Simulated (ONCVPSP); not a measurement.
Pseudopotential generation for arsenic (As): ONCV, LDA (Perdew-Wang 92), fully relativistic.

```json
{"Element": "arsenic (As)", "Generator": "ONCVPSP 4.0.1", "Type": "optimised norm-conserving Vanderbilt (ONCV)", "Functional": "LDA (Perdew-Wang 92)", "Relativity": "fully relativistic", "Frozen core": "[Ar]", "Valence charge": "15", "Reference configuration": "3d10 4s2 4p1 (charge +2)", "Partial waves": "4s: rc 1.65 bohr, ncon 4, nbas 9, qcut 4.1 1/bohr, 3 projectors, debl 2.3 Ha; 4p: rc 1.70 bohr, ncon 4, nbas 7, qcut 4.7 1/bohr, 2 projectors, debl 1.7 Ha; 3d: rc 0.80 bohr, ncon 4, nbas 9, qcut 19.4 1/bohr, 2 projectors, debl 1.4 Ha", "Local potential": "polynomial inside 0.65 bohr (lpopt 4, dvloc0 -0.5 Ha)", "Core correction": "none"}
```

Open shells are filled in proportion to 2j + 1.

In the d channel the program set the typed energies aside and used -2.276, 0.250 Ha (j = l + 1/2; the other j can differ).

Does the generator finish with these settings?

Yes, a potential is produced and its reference levels are reproduced.

Estimate the cutoffs (Ha) at which the residual kinetic energy of the hardest occupied pseudo-wave falls to 1 and 0.1 mHa per electron.

153 Ha and 170 Ha.

Does the potential have ghost states?

Ghosts flagged at negative energy: s at -3.9 eV; GHOST(+) flagged for p3/2 at 45.3 eV, p1/2 at 52.6 eV. A true bound ghost makes a file unfit for plane-wave use.

Which valence shell sets the plane-wave cutoff?

3d: 153 Ha for 1 mHa per electron, against 15 Ha for 4s.

Tests: 3d10 4s2 4p3; 3d10 4s2 4p2; 3d10 4s2 4p0; 3d10 4s1 4p0. Which has the largest error in its energy relative to the reference configuration, and how large is it?

3d10 4s1 4p0, with +34 meV (all-electron minus pseudo) on +79.15 eV.
